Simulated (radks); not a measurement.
Initial-state core-level shifts of the terbium ion Tb+ when its valence configuration changes from [Xe] 4f9 6s1. All-electron calculation, scalar-relativistic Kohn-Sham, BLYP, spin-polarised, spherical densities, finite nucleus; open shells are filled with parallel spins first (spin-orbit coupling, left out, can overturn this in heavy ions); Fermi nuclear charge, rms radius 5.06 fm. Program: a radial shooting solver on a logarithmic mesh with Libxc functionals. Shifts are changes of the shell-averaged eigenvalues in eV (positive: less bound); the change of the density at the nucleus, which sets a Mossbauer isomer shift, is in e/bohr^3, on a base of 7.206e+05.

valence               1s       3p      5s      5p  density at nucleus
4f9 6p1           -1.300   -1.267  -1.332  -1.308              -34.47
4f8.5 6s1 6p0.5   -4.582   -5.165  -3.500  -3.079              +17.66
4f7 5d2 6s1      -13.220  -16.125  -7.170  -5.683              +68.35
4f8 6s1 6p1       -9.643  -10.926  -7.154  -6.261              +38.50
4f9 5d0.5 6s0.5   +0.813   +0.814  +0.919  +0.868              -18.34
4f8 5d1 6p1       -7.425   -8.679  -4.854  -4.125               -7.49
4f9 5d1           +1.551   +1.554  +1.766  +1.670              -35.53
4f8 6s2           -8.519   -9.805  -6.061  -5.203              +77.10
4f10              +5.250   +6.023  +4.087  +3.529              -51.30
